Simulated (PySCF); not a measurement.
# MBe cations for M along the fourth-period p block

CCSD(T) with triple-zeta basis sets in PySCF, for the lowest determinant that a PBE0 search found; no spin–orbit coupling. De refers to high-spin ground-configuration atoms (the charge goes to the atom of lower measured ionisation energy or higher electron affinity, which is not always the lowest computed limit).

```json
{"M": "Ga", "basis": "pcseg-2", "reference, frozen orbitals": "RHF, 9", "charged atom": "Ga+", "state (unpaired electrons)": "singlet (closed shell)", "Re (Å)": "2.775", "ωe (cm⁻¹)": "235", "De (eV)": "0.58"}
{"M": "As", "basis": "def2-TZVP", "reference, frozen orbitals": "ROHF, 9", "charged atom": "Be+", "state (unpaired electrons)": "triplet (π ↑↑)", "Re (Å)": "2.165", "ωe (cm⁻¹)": "517", "De (eV)": "2.37"}
{"M": "Se", "basis": "pcseg-2", "reference, frozen orbitals": "UHF, 9", "charged atom": "Be+", "state (unpaired electrons)": "doublet (π ↑)", "Re (Å)": "1.978", "ωe (cm⁻¹)": "732", "De (eV)": "2.99"}
```

The shortest bond is that of BeSe⁺ (1.978 Å), the longest that of BeGa⁺ (2.775 Å). BeSe⁺ is bound most strongly (2.99 eV) and BeGa⁺ least (0.58 eV).

The rows differ in basis set, which adds steps of its own.

The state changes along the series, so neighbouring rows are not always alike in their bonding.

Correlated steps freeze 9 core orbitals. UHF and ROHF references stand side by side, which adds small steps between rows. Spin–orbit coupling is left out. For an ion De counts to the pair picked by the measured ionisation energies or electron affinities, which need not be the lowest pair at this level. States were picked by a PBE0 search and need not be the measured ground states.
